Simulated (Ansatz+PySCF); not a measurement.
**quartet TiF: levels of theory in one basis**

```yaml
atoms:
  - { symbol: Ti, position_ang: [0.0000, 0.0000, 0.0000] }
  - { symbol: F, position_ang: [0.0000, 0.0000, 1.8340] }
```

Basis set: def2-SVP (spherical functions). Frozen core: 6 orbitals. Correlation on ROHF uses semicanonical orbitals with singles. Charge 0, multiplicity 4.

Computed with Ansatz (development build ahead of 0.2.0); each method stands on the lowest determinant of its kind that the runs found.

| method | E − E(ROHF) (eV) | <S²> of the determinant |
| --- | --- | --- |
| ROHF | 0.00 | 3.75 |
| UHF | -0.08 | 3.75 |
| ROHF-MP2 | -9.82 | – |
| UHF-MP2 | -9.81 | 3.75 |

Is a single determinant a sound starting point here?

By this sign, yes. Unrestricted orbitals gain 0.08 eV and <S²> is 3.75 against 3.75 for a pure state.
